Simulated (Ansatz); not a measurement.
Hf(OH)4 (HfO₄H₄), 9 atoms. Hardware: 4 threads of Arm Neoverse V2 on a shared host.

In the def2 sets Hf takes a core potential; there is no spin–orbit coupling. Correlated methods freeze 4 core orbitals; core or outer-core shells of Hf are correlated, in sets that lack core-valence functions.

How many basis functions does each of these Ansatz runs have, and roughly what does it cost? HSE06-D4/def2-TZVP, charge 0 singlet, energy, from earlier orbitals; PBE-D4/def2-TZVPD, charge -1 doublet at the geometry of the charge 0 singlet, energy, from earlier orbitals; PBE0-D4/def2-SVP, charge 0 singlet, relaxation, 9 steps; PBE0-D4/def2-SVP, charge 0 singlet, energy, from earlier orbitals; PBE0-D4/def2-SVP, charge 0 singlet, energy with a search over starts; PBE0-D4/def2-TZVPD, charge 0 singlet, energy, from earlier orbitals; r2SCAN0-D4/def2-TZVP, charge 0 singlet, energy, from earlier orbitals; BLYP-D4/def2-TZVP, charge 0 singlet, energy, from earlier orbitals; PBE0-D4/def2-TZVPD, charge -1 doublet at the geometry of the charge 0 singlet, energy, from earlier orbitals; RPA@PBE/def2-TZVP, charge 0 singlet, energy, from earlier orbitals; PBE with 50 % exact exchange/def2-TZVP, charge 0 singlet, energy, from earlier orbitals; PBE-D4/def2-SVP, charge 0 singlet, energy, from earlier orbitals.

Other jobs shared the machine, so times can vary by a factor of up to 3. A dash marks memory too small to be measured apart from the calling script's.

| run | functions | fitting or Cholesky vectors | wall time | peak host memory (GiB) |
| --- | --- | --- | --- | --- |
| PBE-D4/def2-SVP, charge 0 singlet, energy, from earlier orbitals | 108 | 1118 | 1 s | – |
| PBE0-D4/def2-SVP, charge 0 singlet, energy, from earlier orbitals | 108 | 1151 | 1.1 s | – |
| PBE0-D4/def2-SVP, charge 0 singlet, energy with a search over starts | 108 | 1151 | 1.4 s | – |
| BLYP-D4/def2-TZVP, charge 0 singlet, energy, from earlier orbitals | 188 | 1125 | 1.8 s | – |
| PBE with 50 % exact exchange/def2-TZVP, charge 0 singlet, energy, from earlier orbitals | 188 | 1337 | 2 s | – |
| HSE06-D4/def2-TZVP, charge 0 singlet, energy, from earlier orbitals | 188 | 1173 | 2 s | – |
| PBE0-D4/def2-TZVPD, charge 0 singlet, energy, from earlier orbitals | 239 | 1379 | 3.1 s | 0.58 |
| r2SCAN0-D4/def2-TZVP, charge 0 singlet, energy, from earlier orbitals | 188 | 1173 | 3.5 s | – |
| RPA@PBE/def2-TZVP, charge 0 singlet, energy, from earlier orbitals | 188 | 1370 | 4.1 s | – |
| PBE-D4/def2-TZVPD, charge -1 doublet at the geometry of the charge 0 singlet, energy, from earlier orbitals | 239 | 1307 | 13 s | – |
| PBE0-D4/def2-SVP, charge 0 singlet, relaxation, 9 steps | 108 | 1117 | 17 s | – |
| PBE0-D4/def2-TZVPD, charge -1 doublet at the geometry of the charge 0 singlet, energy, from earlier orbitals | 239 | 1379 | 17 s | 0.88 |
